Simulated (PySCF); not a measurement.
C2H8BFN2, SMILES C[C@H](F)B(N)N. The structure is a stationary point at r2SCAN-D4/def2-SVP. The structure was generated by enumeration; whether it is a known compound was not checked. Other conformers were not sampled.

Problem. Give the equilibrium geometry at r2SCAN-D4/def2-SVP (PySCF confirms it by a frequency run) as a Z-matrix. (Estimate from the structure and the level; the computed values follow.)

Solution. Several could match; the one computed here: 
```
B
N 1 1.4092
H 2 1.0109 1 125.69
H 2 1.0122 3 114.95 1 177.98
N 1 1.4180 2 123.79 3 -1.35
H 5 1.0105 1 122.96 2 177.92
H 5 1.0118 6 113.11 1 176.72
C 1 1.6012 2 116.88 3 -179.78
H 8 1.1090 1 110.58 2 -122.41
F 8 1.4127 9 106.11 1 -118.35
C 8 1.5180 9 109.29 10 -115.91
H 11 1.1016 8 110.69 9 -62.79
H 11 1.1018 12 107.77 8 120.81
H 11 1.1020 12 108.32 13 116.94
```
